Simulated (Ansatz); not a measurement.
Geometry optimisation, RKS PBE0/def2-SVP (Ansatz 0.2.0).

The input (input.yaml):

```yaml
crystal:
  periodic: [false, false, false]
  atoms:
    - { symbol: B, position_ang: [-0.89334, 1.04195, -0.02776] }
    - { symbol: Si, position_ang: [0.52712, -0.21002, 0.37155] }
    - { symbol: O, position_ang: [1.57809, -0.22435, 1.46256] }
    - { symbol: O, position_ang: [0.43206, -1.38244, -0.75561] }
    - { symbol: H, position_ang: [-0.71729, 1.96695, -0.72097] }
    - { symbol: H, position_ang: [-1.95462, 0.93641, 0.45349] }
    - { symbol: H, position_ang: [-0.22469, -1.38664, -1.44926] }
basis:
  gaussian: { orbitals: def2-SVP }
hamiltonian:
  xc: pbe0
relax:
  f_tol: 0.015
  max_steps: 40
```

Command:

```bash
$ ansatz run input.yaml --threads 1 --pin off --max-ram 2048MiB --backend cpu --events-out ev --progress --plain --runs-dir out
```

Problem. Where does it end, and by what steps?

Solution. It converged. After 8 steps the energy has fallen by 0.116 eV; H7 moved furthest, 0.20 Å.

```json
{"step": "0", "energy less start (eV)": "0.0000", "largest force component (eV/Å)": "0.887", "accepted": "yes"}
{"step": "1", "energy less start (eV)": "-0.0679", "largest force component (eV/Å)": "0.326", "accepted": "yes"}
{"step": "2", "energy less start (eV)": "-0.0923", "largest force component (eV/Å)": "0.182", "accepted": "yes"}
{"step": "3", "energy less start (eV)": "-0.1020", "largest force component (eV/Å)": "0.542", "accepted": "yes"}
{"step": "4", "energy less start (eV)": "-0.1122", "largest force component (eV/Å)": "0.251", "accepted": "yes"}
{"step": "5", "energy less start (eV)": "-0.1118", "largest force component (eV/Å)": "0.248", "accepted": "no"}
{"step": "6", "energy less start (eV)": "-0.1152", "largest force component (eV/Å)": "0.054", "accepted": "yes"}
{"step": "7", "energy less start (eV)": "-0.1156", "largest force component (eV/Å)": "0.017", "accepted": "yes"}
{"step": "8", "energy less start (eV)": "-0.1157", "largest force component (eV/Å)": "0.012", "accepted": "yes"}
```

```xyz
7
Properties=species:S:1:pos:R:3
B -0.918 1.107 0.004
Si 0.488 -0.276 0.274
O 1.468 -0.122 1.440
O 0.516 -1.524 -0.791
H -0.696 2.089 -0.659
H -1.980 1.023 0.570
H -0.130 -1.556 -1.504
```

Whether the end is a true minimum wasn't checked by a vibrational analysis.

Time of the run: 23 s on 1 thread of Arm Neoverse V1 (shared host), peak memory 0.16 GiB.
